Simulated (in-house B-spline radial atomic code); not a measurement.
A fraction x of an electron is removed from 4d in Ba3+, starting from [Kr] 4d10 5s2 5p5 and keeping the highest spin. All numbers are computed (scalar-relativistic (X2C) OLYP, spin-polarised, spherical fractional occupations; Fermi nucleus of rms radius 4.8378 fm) with a B-spline radial code for spherical atoms, not measured.

```tsv
x	E(x) - E(0) (eV)	4d down level (eV)
0	0.0000	-115.717
0.01	1.1582	-115.926
0.22	25.9663	-120.349
0.25	?	?
0.45	54.2090	-125.250
0.5	60.4983	-126.323
0.58	70.6730	-128.045
0.7	86.1941	-130.642
0.86	107.3752	-134.127
0.91	?	?
1	126.3678	-137.198
```

(1) What belongs in the row x = 0.25?

(2) What belongs in the row x = 0.91?

(3) Check Janak's theorem between x = 0.01 and 0.22.

## Answers

(1) An energy change of 29.5863 eV; 4d down at -120.985 eV.

(2) An energy change of 114.1090 eV; 4d down at -135.222 eV.

(3) The slope of the energy is 118.13 eV; the orbital levels give 118.14 eV (-ε of the emptying orbital, averaged over the two points).
